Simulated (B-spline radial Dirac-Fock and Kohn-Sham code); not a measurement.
**X-ray form factors of ytterbium in several charge states**

Calculated with an atomic code on a B-spline grid, using configuration-average Dirac-Fock orbitals.

Configurations: Yb⁴⁵⁺ [Ar] 3d7; Yb⁴⁶⁺ [Ar] 3d6; Yb⁴⁸⁺ [Ar] 3d4. The first column is f₀ of Yb⁴⁵⁺, the others are differences from it.

| s (Å⁻¹) | Yb⁴⁵⁺ | Δ Yb⁴⁶⁺ | Δ Yb⁴⁸⁺ |
| --- | --- | --- | --- |
| 0 | 25.000 | -1.000 | -3.000 |
| 0.1 | 24.946 | -0.996 | -2.990 |
| 0.2 | 24.786 | -0.986 | -2.959 |
| 0.3 | 24.522 | -0.968 | -2.908 |
| 0.4 | 24.159 | -0.944 | -2.838 |
| 0.5 | 23.704 | -0.914 | -2.751 |
| 0.7 | 22.547 | -0.839 | -2.531 |
| 0.9 | 21.126 | -0.748 | -2.266 |
| 1.1 | 19.527 | -0.649 | -1.973 |
| 1.4 | 16.983 | -0.496 | -1.522 |
